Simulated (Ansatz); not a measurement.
**Relative stability**

The two ends of one reaction step of GeH6SO, singlet (PBE0-D4/def2-TZVP).

A:

```xyz
9
angstrom
Ge -1.2762 -0.4912 0.3177
O 0.1599 0.1624 1.1702
H -0.7113 -1.5916 -0.5809
H -2.2570 -1.0500 1.3652
H -1.9466 0.6294 -0.4947
H 1.4913 0.7605 -0.3822
S 1.9640 0.9756 -1.6272
H -0.0699 0.7839 1.8644
H 2.6457 -0.1792 -1.6326
```

B:

| atom | x (Å) | y (Å) | z (Å) |
| --- | --- | --- | --- |
| Ge1 | -0.9398 | -0.6034 | -0.7601 |
| O2 | 0.5826 | 0.9098 | 1.9686 |
| H3 | -1.4457 | -1.4416 | -1.9450 |
| H4 | -0.8196 | -1.4633 | 0.5003 |
| H5 | -1.8316 | 0.6208 | -0.5434 |
| H6 | 1.0329 | 0.8173 | 1.1186 |
| S7 | 1.0645 | 0.2493 | -1.2849 |
| H8 | 0.6516 | 1.8411 | 2.1886 |
| H9 | 1.7052 | -0.9302 | -1.2427 |

Program: Ansatz 0.2.0. Basis: def2-TZVPP. Cores are frozen in the correlated methods. Filled d shells of the heavier atoms are correlated. The def2 sets are not built for correlating such inner shells, so the correlated values are less sure here. B3LYP uses VWN-RPA correlation.

Which structure is lower at CCSD(T), and by how much? (To be estimated.)

The calculation gives: B, by 24.2 kJ/mol (electronic energy, against the other). By their contacts, A is a complex of GeH₄O ([OH][GeH3]) + H₂S and B is a complex of GeH₄S ([SH][GeH3]) + H₂O.

All methods give the same order:

```tsv
method	E(B) − E(A) (kJ/mol)
SPW92	-32.5
PBE-D4	-33.2
BLYP-D4	-24.3
r2SCAN-D4	-28.2
B97M-V	-22.6
PBE0-D4	-34.0
B3LYP-D4	-25.4
r2SCAN0-D4	-30.5
BHLYP-D4	-24.7
CAM-B3LYP-D4	-20.5
wB97X-V	-23.8
wB97M-V	-27.0
B2PLYP	-22.8
PBE-QIDH	-30.3
RPA on PBE	-20.0
HF	-16.3
MP2	-26.4
CCSD	-23.1
CCSD(T)	-24.2
```

No T1 diagnostic of these runs exceeds 0.012.

Labels in which every atom is bracketed show which atoms are joined, not bond orders.

For scale, one of the runs: CCSD(T)/def2-TZVPP, 205 basis functions, launched by `ansatz run in.yaml --threads 4 --pin off --events-out ev --progress --plain --max-ram 9574MiB`. The run took 82 s on 4 CPU threads of an Arm Neoverse V1 (shared host), with 2.6 GiB of host memory at its peak.
